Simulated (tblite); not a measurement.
C4H13FSi2.
Z-matrix (Å and degrees, GFN2-xTB geometry), rows numbered from 1:
```
F 
C   1  1.3755
C   2  1.5216  1  110.56
C   3  1.5255  2  111.81  1    65.90
C   4  1.5316  3  113.51  2  -179.27
Si  5  1.9070  4  112.93  3   -65.78
Si  5  1.9081  4  112.84  3    63.91
H   2  1.0952  1  106.41  3   121.42
H   2  1.0951  1  106.33  3  -121.35
H   3  1.0911  2  108.16  1  -172.64
H   3  1.0915  2  108.59  1   -55.08
H   4  1.0940  3  108.31  2   -57.49
H   4  1.0955  3  108.67  2    58.70
H   5  1.0972  4  106.02  3   179.04
H   6  1.4652  5  111.66  4    78.26
H   6  1.4628  5  109.01  4  -161.23
H   6  1.4672  5  109.30  4   -41.89
H   7  1.4655  5  111.27  4   -77.69
H   7  1.4647  5  109.54  4    43.03
H   7  1.4636  5  108.54  4   162.75
```

Method: GFN2-xTB as coded in tblite; computed harmonic values from a numerical Hessian at the method's own geometry, unscaled. Against measured fundamentals such values can be off by several per cent, at times by over 20. Modes of hydrogen on silicon can be 10 to 20 % off. One conformer, not necessarily the lowest.

Harmonic wavenumbers (cm⁻¹): 38.2, 68.6, 111.4, 124.4, 137.3, 158.0, 182.2, 261.2, 278.9, 391.5, 479.5, 508.5, 516.7, 522.8, 609.3, 672.6, 774.0, 775.4, 781.9, 791.3, 795.1, 804.2, 815.7, 825.6, 891.5, 945.4, 1040.1, 1063.9, 1082.5, 1128.2, 1131.7, 1187.2, 1207.5, 1246.9, 1283.7, 1308.4, 1331.5, 1372.4, 1448.7, 1465.5, 1505.8, 2227.2, 2236.6, 2250.5, 2253.3, 2260.1, 2271.8, 2896.8, 2928.9, 2940.1, 2947.3, 2959.8, 2989.8, 2995.2.

A = 2324, B = 877.1, C = 701.5 MHz; mass 136.054 u (most abundant isotopes); point group C1, symmetry number 1.

What is the zero-point energy?

Half the sum of the wavenumbers: 33111 cm⁻¹ = 396.10 kJ/mol.

Entropy at 400 K, 1 bar (ideal gas, RRHO, classical rotation)?

Translation 176.24, rotation 128.34, vibration 189.36: S = 493.9 J/(mol K).

And Cp and H(400 K) − H(0)?

Cp = 222.13 J/(mol K), of which vibrations give 188.87 (their classical limit is 54 R = 449.0); H(400 K) − H(0) = 52.13 kJ/mol without the zero-point energy, 38.82 from vibrations.

What must be added to the electronic energy to get the Gibbs energy at 400 K and 1 bar?

ZPE + [H(400 K) − H(0)] − T·S = 396.10 + 52.13 − 197.58 = 250.65 kJ/mol.

Blend soft modes into free rotors: weight 1/[1 + (100 cm⁻¹/ν̃)⁴] for the oscillator and the rest for a rotor with moment μB/(μ + B), μ = h/(8π²ν), B = 10⁻⁴⁴ kg m². What vibrational entropy results?

174.60 J/(mol K) in place of 189.36, which changes −T·S at 400 K by +5.90 kJ/mol.

Which modes carry the vibrational entropy at 400 K?

38.2 cm⁻¹: 24.82; 68.6 cm⁻¹: 19.97; 111.4 cm⁻¹: 15.97; 124.4 cm⁻¹: 15.07; 137.3 cm⁻¹: 14.26; 158.0 cm⁻¹: 13.12 J/(mol K); the other 48 give 86.13 together.

How do the functions run with temperature in this model?

```tsv
T (K)	S (J/(mol K))	Cp (J/(mol K))	H − H(0) (kJ/mol)	G − H(0) (kJ/mol)	ln q(vib)
100	301.8	86.4	5.90	-24.28	2.12
200	374.8	130.0	16.68	-58.28	5.19
300	436.5	177.9	32.07	-98.89	8.17
500	547.6	259.3	76.26	-197.56	14.00
800	687.9	337.0	166.73	-383.62	22.27
1000	766.9	370.6	237.67	-529.28	27.36
```

q(vib) and H(0) count from the zero-point level.

Hindered rotation and anharmonicity are outside this model. Other conformers, if any are populated, would add a mixing term that is left out. The structure is chiral; the term R ln 2 for an equal mix with its mirror image is left out.

On an Intel Xeon at 2.50 GHz with one thread, no GPU (shared host), this took 2.1 s wall. The figure is for the frequency step alone.
